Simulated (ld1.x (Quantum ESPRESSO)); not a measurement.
u(r) = r·R(r): atom against pseudo-atom (germanium (Ge))

Columns: radius, all-electron u(r) and pseudo u(r) of the 3s shell (level -167.73 eV) of germanium in the configuration [Ne] 3s2 3p6 3d10 4s2 4p2; LDA (PZ), scalar-relativistic, PAW scheme, ld1.x (Quantum ESPRESSO) 7.5.

```
r (bohr)  all-electron  pseudo
   0.050        0.1742  0.2944
   0.100       -0.5475  0.5777
   0.150       -0.7598  0.8396
   0.200       -0.5176  1.0710
   0.250       -0.0677  1.2647
   0.300        0.4074  1.4158
   0.350        0.8112  1.5217
   0.400        1.1082  1.5824
   0.450        1.2968  1.6003
   0.500        1.3920  1.5798
   0.550        1.4140  1.5268
   0.600        1.3829  1.4483
   0.650        1.3158  1.3518
   0.700        1.2264  1.2445
   0.750        1.1251  1.1326
   0.800        1.0193  1.0214
   0.850        0.9142  0.9144
   0.900        0.8133  0.8133
   0.950        0.7186  0.7186
   1.000        0.6314  0.6314
   1.050        0.5520  0.5520
   1.100        0.4807  0.4807
   1.150        0.4172  0.4172
   1.200        0.3609  0.3609
   1.250        0.3114  0.3114
   1.300        0.2681  0.2681
```

(1) How many radial nodes do the two functions have?

(2) At about which radius was the pseudo-wave matched?

(3) Is the pseudo-wave norm-conserving?

Results:

(1) The all-electron 3s function has n − l − 1 = 2; the pseudo-wave has 0, since the states of the same l below it are removed with the core.

(2) 0.90 bohr, where the columns begin to agree (steps of 0.05 bohr).

(3) No, it belongs to a PAW set: the norm inside the radius is not constrained, and the difference is carried by the augmentation charge.
